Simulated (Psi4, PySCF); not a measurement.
C2H8FNOSi, singlet, at a GFN2-xTB geometry, atoms displaced at random by about 0.03 Å a coordinate. Base run: TPSS/STO-3G, gradient in PySCF.

The PySCF input:
```python
from pyscf import gto, scf, dft

mol = gto.Mole()
mol.atom = '''
    Si    0.74130110   -0.28977435   -0.70053156
    N     1.52799248   -1.33919954    0.35374212
    F     1.57258364    1.07057963   -1.02122248
    O    -0.56694653    0.45794035   -0.02136168
    C    -1.66295627   -0.22065944    0.51900750
    C    -2.40123092    0.75763495    1.35914248
    H     0.51101418   -0.99389840   -1.98385802
    H     1.55309057   -1.14616844    1.33049448
    H     2.39176104   -1.81691287    0.13198608
    H    -2.31900292   -0.58154884   -0.30270141
    H    -1.32360359   -1.19779623    1.10471756
    H    -1.76121626    1.03271648    2.23303327
    H    -2.68544334    1.69782577    0.76839115
    H    -3.28266816    0.25658718    1.85164921
'''
mol.basis = 'sto-3g'
mol.verbose = 4
mol.build()

mf = dft.RKS(mol)
mf.xc = 'tpss'
mf.kernel()
g = mf.nuc_grad_method()
grad = g.kernel()
```

Programs used: Psi4, PySCF; a row that names a program was run with it.

The coordinate followed is z of atom 7.

Variants of this job, named by their change:

| change | dE/dx (Eh/bohr) | net force (Eh/bohr) |
|---|---|---|
| base | -0.009407 | 0.000175 |
| finite difference step (bohr) = 1e-4; conv_tol = 1e-11 | -0.009407 | - |
| finite difference step (bohr) = 0.05; conv_tol = 1e-11 | -0.009288 | - |
| grids.level = 5; grid_response = on | -0.009407 | 0.000000 |
| grids.level = 5; grid_response = off | -0.009407 | 0.000022 |
| grids.level = 1; grid_response = on | -0.009438 | 0.000000 |
| conv_tol = 1e-6 | -0.009409 | 0.000175 |
| density fitting = on | -0.009379 | 0.000175 |
| finite difference step (bohr) = 1e-3; conv_tol = 1e-11 | -0.009407 | - |
| grids.level = 1; grid_response = off | -0.009379 | 0.004634 |
| code = psi4 | -0.009380 | 0.000455 |
| finite difference step (bohr) = 0.01; conv_tol = 1e-11 | -0.009402 | - |

The net force is zero for an exact gradient.
